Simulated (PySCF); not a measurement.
Correlation energy of Ca (calcium, neutral)

[Ar] 4s1 4p1, high-spin 3P determinant (an excited configuration). All numbers are calculated (PySCF 2.14, scalar relativity by spin-free X2C-1e, in x2c-QZVPPall with one added diffuse shell each of s, p, d, f type (12s8p5d4f, 89 functions)). Frozen: [Ar]; 2 electrons correlated.

With two correlated electrons CCSD is exact within the correlated space (frozen core and kept virtual orbitals).

```
level  correlation energy (mhartree)
 CCSD                          -4.01
```

Diagnostics: T1 = 0.013, D1 = 0.0237, largest double amplitude 0.062.

Problem. Is a single reference adequate?

Solution. Yes: T1 lies below 0.03 and no double amplitude reaches 0.07.
